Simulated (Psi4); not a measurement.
CH3O (SMILES [CH2]O), doublet, geometry from GFN2-xTB, with bond 5-2 at 2.0 times its length. Base run: SVWN/def2-TZVP in Psi4.

Input for Psi4:
```
memory 2 GB

molecule {
0 2
C    -0.63411913    0.24534614    0.09723859
O     0.59077606   -0.33522243   -0.06372606
H    -1.45700498   -0.42471211   -0.04485595
H    -0.74804633    1.30495368   -0.03453228
H     1.97633920    0.99414437    0.07525628
}

set {
  basis def2-tzvp
  reference uks
}

energy('svwn')
print_variables()
```

Variants of this job, named by their change:

```tsv
change	ΔE vs base (µEh)	SCF cycles	grid points	basis functions
base	0.0	13	109927	80
puream = false	-2050	13	109927	90
scf_type = cd	1.5	13	109927	80
basis_guess = true	0.0	7	109927	80
scf_type = dfdirj+link	0.0	13	109927	80
df_basis_scf = cc-pvtz-jkfit	24.1	13	109927	80
dft_pruning_scheme = treutler	10.5	13	61739	80
dft_radial_points = 99	0.0	13	144536	80
dft_basis_tolerance = 1e-8	0.0	13	109193	80
guess = modhuckel	0.0	12	109927	80
level_shift = 0.3	0.0	13	109927	80
guess = core	0.0	15	109927	80
soscf = true	0.0	11	109927	80
```

Open shells are given as the SCF converged; they aren't shown to be the lowest states, and a large step between rows can be another state.
